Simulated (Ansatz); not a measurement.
## Match the barriers

Saddle point of SnH$_{4}$SO, closed shell (SnH₄SO ([OH][SnH2][SH]) → SnH₂S ([S][SnH2]) + H₂O (still joined by a long Sn–O bond); bonds formed: O2–H4; bonds broken: S3–H4; bonds weakened to dative contacts: Sn1–O2), PBE0-D4/def2-TZVP structure:

Sn1  (0.268, 0.260, 0.829)
O2  (-0.855, -0.410, -0.836)
S3  (1.855, -0.819, -0.450)
H4  (0.314, -0.779, -1.106)
H5  (0.100, 1.961, 0.831)
H6  (-0.477, -0.451, 2.188)
H7  (-1.205, 0.239, -1.456)
(Å)

Ansatz 0.2.0; basis: def2-TZVPP, with def2-QZVPP for the basis limit; cores frozen in the correlated methods. Filled d shells of the heavier atoms are correlated. Core potentials replace the inner electrons of the atoms past krypton. The def2 sets are not built for correlating such inner shells, so the correlated values are less sure here. Extrapolation: Hartree–Fock as exp(−7.88 √X), correlation as X^−2.97. Four methods, as single points on the PBE0-D4 structures, gave these electronic barriers from the start structure: 0.693, 1.042, 1.303, 1.664 eV.

**Question.** The methods were, in alphabetical order, BHLYP-D4, HF, PBE0-D4, SPW92. Which gave which? (Judge from chemistry; the calculation decides.)

**Answer.** Computed: SPW92 0.693; PBE0-D4 1.042; BHLYP-D4 1.303; HF 1.664 eV. For comparison, CCSD(T) at an estimated basis limit (MP2 extrapolated from triple and quadruple zeta, plus CCSD(T) − MP2 in triple zeta) gives 1.140 eV.

The T1 diagnostic stays at or below 0.016.

Labels in which every atom is bracketed show which atoms are joined, not bond orders.

For scale, one of the runs: CCSD(T)/def2-TZVPP, 179 basis functions, launched by `ansatz run in.yaml --threads 4 --pin off --events-out ev --progress --plain --max-ram 9574MiB`. Hardware: 4 CPU threads of an Arm Neoverse V1, shared host. Wall time 40 s; peak host memory 1.9 GiB.
